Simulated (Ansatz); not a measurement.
Z-matrix (Å, degrees):
```
C
C 1 1.523
H 1 1.093 2 111.8
H 1 1.093 2 111.8 3 -119.9
H 1 1.095 2 111.7 3 120.0
In 2 2.157 1 113.4 3 60.0
H 2 1.094 1 111.0 3 -178.7
H 2 1.094 1 111.0 3 -61.3
N 6 2.017 2 112.8 1 -0.6
H 6 1.717 2 133.0 1 179.4
H 9 1.006 6 124.3 2 -0.1
H 9 1.006 6 124.7 2 179.9
```

Charge 0, multiplicity 1. In takes the def2 core potential.

Task: List the PBE0/def2-TZVPP orbital energies in eV (the Gaussian-basis code of Ansatz). (An estimate is asked.)

Result: Ansatz gave: Occupied: -390.19, -277.97, -277.88, -127.61, -84.12, -83.81, -83.79, -22.74, -21.30, -20.64, -20.59, -20.58, -20.43, -20.14, -16.85, -12.74, -12.25, -12.06, -11.09, -10.39, -9.66, -8.56, -7.21, -6.70. Lowest empty: -0.72, 0.11, 0.49, 1.50, 1.66, 2.07, 2.91, 3.21.
